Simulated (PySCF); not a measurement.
NICS in isomers of C7H7OP.

Definitions: NICS(0) = −σiso at the ring centroid; NICS(1) = −σiso and NICS(1)zz = −σzz at ±1 Å along the ring normal z. Level: GIAO PBE0/pcSseg-1 (PySCF, non-relativistic, gas phase) on the GFN2-xTB geometries, one conformer each. Atom numbers follow the mapped SMILES.

Question: Order these rings by mean NICS(1)zz, lowest (most negative) first (ppm).
A. ring C4–C5–C6–C7–P8–C9 in `[CH3:1][C:2](=[O:3])[c:4]1[cH:5][cH:6][cH:7][p:8][cH:9]1`
B. ring C2–C3–P4–C5–C6–C7 in `[CH3:1][c:2]1[cH:3][p:4][cH:5][cH:6][c:7]1[CH:8]=[O:9]`
C. ring P3–C5–C6–C7–C8–C9 in `[CH:1]#[C:2][P:3]1(=[O:4])[CH:5]=[CH:6][CH2:7][CH:8]=[CH:9]1`

Answer: A (-26.4), B (-24.1), C (-4.3).

```
           SMILES                                                     ring  NICS(0)  NICS(1)  NICS(1)zz  HOMA  rms pucker (Å)  ring atoms with four or more neighbours
   CC(=O)c1cccpc1        6-membered ring with P; formal bonds all aromatic     -7.3    -10.7      -26.4  0.94            0.00                                        0
     Cc1cpccc1C=O        6-membered ring with P; formal bonds all aromatic     -6.5    -10.1      -24.1  0.91            0.00                                        0
C#CP1(=O)C=CCC=C1  6-membered ring with P; formal bonds 2 double, 4 single     -2.1     -3.7       -4.3     –            0.22                                        2
```

NICS(0) gives the same order. The isotropic NICS(1) gives the same order. HOMA uses Krygowski's 1993 parameters; it is left out where a ring has a four-coordinate atom, a triple bond, no multiple bond or a kind of bond without parameters. NICS(1) and NICS(1)zz are means over the two faces.
